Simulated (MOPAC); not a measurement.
MOPAC input (PM3):

```
PM3 FORCE THERMO(298,298) PRECISE LET CHARGE=-1 GEO-OK AUX(PRECISION=9) THREADS=1
H3SSi

Si   -0.88154235 1   -0.34126645 1    0.06548578 1
S     1.04462925 1    0.40440080 1   -0.07760085 1
H    -1.23798770 1   -0.95194142 1    1.40194860 1
H    -1.98218970 1    0.67165164 1   -0.15515622 1
H    -1.22159872 1   -1.43922882 1   -0.91683309 1
```

From the output:

```
     H    5   2.006099   0.183886   0.188731   0.188731   2.181406

          HEAT OF FORMATION =     -22.397259 KCALS/MOLE

          ZERO POINT ENERGY      13.995 KCAL/MOL

           NORMAL COORDINATE ANALYSIS (Total motion = 1 Angstrom)

   Root No.       1         2         3         4         5         6         7         8

                 1 A1      1 E       1 E       2 A1      2 E       2 E       3 E       3 E

                 350.1     536.0     536.0     840.5     864.7     864.7    1923.3    1923.3

           1    0.2766    0.0000    0.0000   -0.0231    0.0000    0.0000    0.0000    0.0000
           2    0.0000   -0.0371    0.0086    0.0000    0.0047   -0.0155   -0.0225    0.0055
           3    0.0000   -0.0086   -0.0372    0.0000   -0.0155   -0.0047   -0.0054   -0.0228
           4   -0.2565   -0.0000   -0.0000   -0.0075    0.0000   -0.0000    0.0000    0.0000
           5   -0.0000    0.0167   -0.0039   -0.0000    0.0004   -0.0012   -0.0003    0.0001
           6   -0.0000    0.0039    0.0167   -0.0000   -0.0012   -0.0004   -0.0001   -0.0003
           7    0.1508    0.3784   -0.0877    0.2931    0.0566   -0.1877   -0.2089    0.0508
           8   -0.0385    0.1511   -0.0350    0.1361    0.0268   -0.0889    0.4407   -0.1072
           9   -0.0000    0.0426    0.1845    0.0000    0.4038    0.1215   -0.0039   -0.0164
          10    0.1508   -0.2650   -0.2846    0.2931    0.1345    0.1428    0.1479    0.1580
          11    0.0193    0.1725   -0.0551   -0.0680   -0.2979    0.2160    0.1455    0.1767
          12    0.0334    0.0226    0.1631   -0.1178    0.0984   -0.2028    0.2761    0.2828
          13    0.1508   -0.1134    0.3723    0.2931   -0.1911    0.0449    0.0611   -0.2088
          14    0.0193    0.1791   -0.0265   -0.0680    0.1289    0.3444    0.0506   -0.2244
          15   -0.0334    0.0511    0.1564    0.1178   -0.0301    0.2234   -0.1195    0.3790

   Root No.       9

                 3 A1

                1951.2

           1    0.0131
           2   -0.0000
           3   -0.0000
           4    0.0008
           5    0.0000
           6    0.0000
           7   -0.1303
           8    0.3018
           9    0.0000
          10   -0.1303
          11   -0.1509
          12   -0.2613
          13   -0.1303
          14   -0.1509
          15    0.2613

           MASS-WEIGHTED COORDINATE ANALYSIS (NORMAL COORDINATES)

   Root No.       1         2         3         4         5         6         7         8

                 1 A1      1 E       1 E       2 A1      2 E       2 E       3 E       3 E

                 350.1     536.0     536.0     840.5     864.7     864.7    1923.3    1923.3

           1    0.7043    0.0000    0.0000   -0.2119    0.0000    0.0000    0.0000    0.0000
           2    0.0000   -0.3243    0.0734    0.0000    0.0415   -0.1397   -0.1894    0.0469
           3    0.0000   -0.0734   -0.3243    0.0000   -0.1397   -0.0415   -0.0469   -0.1894
           4   -0.6979   -0.0000   -0.0000   -0.0732    0.0000   -0.0000    0.0000    0.0000
           5   -0.0000    0.1560   -0.0353   -0.0000    0.0035   -0.0119   -0.0026    0.0006
           6   -0.0000    0.0353    0.1560   -0.0000   -0.0119   -0.0035   -0.0006   -0.0026
           7    0.0727    0.6264   -0.1417    0.5103    0.0951   -0.3205   -0.3328    0.0825
           8   -0.0186    0.2502   -0.0566    0.2369    0.0451   -0.1518    0.7020   -0.1740
           9   -0.0000    0.0690    0.3048    0.0000    0.6884    0.2043   -0.0064   -0.0258
          10    0.0727   -0.4359   -0.4716    0.5103    0.2300    0.2426    0.2378    0.2470
          11    0.0093    0.2858   -0.0895   -0.1185   -0.5058    0.3703    0.2343    0.2764
          12    0.0161    0.0361    0.2692   -0.2052    0.1662   -0.3465    0.4440    0.4419
          13    0.0727   -0.1905    0.6133    0.5103   -0.3251    0.0779    0.0950   -0.3294
          14    0.0093    0.2965   -0.0422   -0.1185    0.2219    0.5863    0.0781   -0.3538
          15   -0.0161    0.0833    0.2585    0.2052   -0.0498    0.3811   -0.1862    0.5981

   Root No.       9

                 3 A1

                1951.2

           1    0.1203
           2   -0.0000
           3   -0.0000
           4    0.0083
           5    0.0000
           6    0.0000
           7   -0.2272
           8    0.5262
           9    0.0000
          10   -0.2272
          11   -0.2631
          12   -0.4557
          13   -0.2272
          14   -0.2631
          15    0.4557

          DESCRIPTION OF VIBRATIONS

 VIBRATION          1    1A1         ATOM PAIR     ENERGY CONTRIBUTION    RADIAL
 FREQUENCY           350.05         Si1 -- S 2         +45.4% (110.3%)    100.0%
 TRANSITION DIPOLE   2.6036         Si1 -- H 4         +18.2% ( 69.8%)     15.9%
 TRAVEL (Ang.)       0.1152         Si1 -- H 3         +18.2% ( 69.8%)     15.9%
 REDUCED MASS       14.5159         Si1 -- H 5         +18.2% ( 69.8%)     15.9%
 EFFECTIVE MASS     33.6624
 FORCE CONSTANT      1.0480

 VIBRATION          3    1E          ATOM PAIR     ENERGY CONTRIBUTION    RADIAL
 FREQUENCY           535.97         Si1 -- H 5         +45.1% ( 89.1%)      8.4%
 TRANSITION DIPOLE   0.3044         Si1 -- H 4         +33.1% ( 76.4%)      6.0%
 TRAVEL (Ang.)       0.4334         Si1 -- H 3         +17.4% ( 55.3%)      0.8%
 REDUCED MASS        0.6699         Si1 -- S 2          +4.4% ( 27.9%)      0.0%
 EFFECTIVE MASS      3.6414
 FORCE CONSTANT      0.1134

 VIBRATION          4    2A1         ATOM PAIR     ENERGY CONTRIBUTION    RADIAL
 FREQUENCY           840.52         Si1 -- H 3         +33.0% ( 49.2%)      1.5%
 TRANSITION DIPOLE   0.9283         Si1 -- H 5         +33.0% ( 49.2%)      1.5%
 TRAVEL (Ang.)       0.4717         Si1 -- H 4         +33.0% ( 49.2%)      1.5%
 REDUCED MASS        0.3606         Si1 -- S 2          +1.1% (  8.9%)    100.0%
 EFFECTIVE MASS      1.5887
 FORCE CONSTANT      0.1501

 VIBRATION          6    2E          ATOM PAIR     ENERGY CONTRIBUTION    RADIAL
 FREQUENCY           864.70         Si1 -- H 5         +49.9% ( 55.2%)      0.1%
 TRANSITION DIPOLE   0.3881         Si1 -- H 4         +32.0% ( 44.3%)      2.2%
 TRAVEL (Ang.)       0.4480         Si1 -- H 3         +17.2% ( 32.5%)      9.6%
 REDUCED MASS        0.3886         Si1 -- S 2          +0.9% (  7.3%)      0.0%
 EFFECTIVE MASS      1.2902
 FORCE CONSTANT      0.1712

 VIBRATION          8    3E          ATOM PAIR     ENERGY CONTRIBUTION    RADIAL
 FREQUENCY          1923.34         Si1 -- H 5         +61.3% ( 79.1%)     99.1%
 TRANSITION DIPOLE   0.4112         Si1 -- H 4         +34.5% ( 59.3%)     96.7%
 TRAVEL (Ang.)       0.2631         Si1 -- H 3          +4.0% ( 20.2%)     67.0%
 REDUCED MASS        0.5063         Si1 -- S 2          +0.2% (  4.4%)      0.0%
 EFFECTIVE MASS      1.3722
 FORCE CONSTANT      1.1036

 VIBRATION          9    3A1         ATOM PAIR     ENERGY CONTRIBUTION    RADIAL
 FREQUENCY          1951.25         Si1 -- H 5         +33.3% ( 56.7%)     97.9%
 TRANSITION DIPOLE   0.4788         Si1 -- H 4         +33.3% ( 56.7%)     97.9%
 TRAVEL (Ang.)       0.3226         Si1 -- H 3         +33.3% ( 56.7%)     97.9%
 REDUCED MASS        0.3321
 EFFECTIVE MASS      1.1432
 FORCE CONSTANT      0.7451

      SYMMETRY NUMBER FOR POINT-GROUP C3v =  3
```

The dipole moment of an ion depends on the origin.
